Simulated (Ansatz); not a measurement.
Name a neutral molecule of In, N, O, Si and H with LUMO energy (ωB97M-V/def2-TZVPP) between 0.20 and 0.50 eV and ideal-gas entropy at 298 K and 1 bar (rigid rotor, harmonic PBE0-D4/def2-TZVP) between 413 and 429 J/(mol·K) (Ansatz, PBE0-D4/def2-TZVP geometry).

`[NH2][In]([NH2])[O][SiH3]` (0.47 eV, 422 J/(mol·K)). Other molecules can fit too; these were computed, each in one conformer that needn't be the lowest.
